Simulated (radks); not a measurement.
The numbers below are computed, except where a source is named.
Valence configurations of neutral tin (all share [Kr]). Level of theory: scalar-relativistic Kohn-Sham, r2SCAN, spin-polarised, spherical densities, finite nucleus; open shells are filled with parallel spins first (spin-orbit coupling, left out, can overturn this in heavy ions); meta-GGA in the generalised Kohn-Sham scheme; Fermi nuclear charge, rms radius 4.6519 fm (a radial shooting solver on a logarithmic mesh with Libxc functionals). Energies are relative to 4d10 5s2 5p2; eigenvalues in eV for spin up.

| valence | E (eV) | moment (Bohr magnetons) | e(4d) | e(5p) | e(5s) |
|---|---|---|---|---|---|
| 4d10 5s2 5p2 | 0.000 | 2 | -26.491 | -4.398 | -11.492 |
| 4d10 5s1 5p3 | 4.341 | 4 | -27.618 | -5.319 | -12.801 |
| 4d9.5 5s2 5p2.5 | 11.415 | 3 | -29.602 | -5.108 | -12.675 |
| 4d9.5 5s1.5 5p3 | 13.814 | 4 | -30.155 | -5.576 | -13.332 |
| 4d10 5p4 | 14.539 | 2 | -29.513 | -5.696 | - |
| 4d9.5 5s1 5p3.5 | 17.423 | 4 | -31.020 | -6.004 | -13.965 |
| 4d9.5 5s0.5 5p4 | 22.786 | 3 | -31.880 | -6.128 | -14.094 |
| 4d9 5s2 5p3 | 23.710 | 4 | -32.698 | -5.791 | -13.808 |
| 4d9 5s1.5 5p3.5 | 27.639 | 4 | -33.486 | -6.149 | -14.362 |
| 4d8.5 5s1.5 5p4 | 42.315 | 4 | -36.739 | -6.640 | -15.288 |

NIST lists [Kr] 4d10 5s2 5p2 as the ground configuration; this level of theory agrees among the configurations tried. The energies are those of spherical high-spin densities, not of single terms.
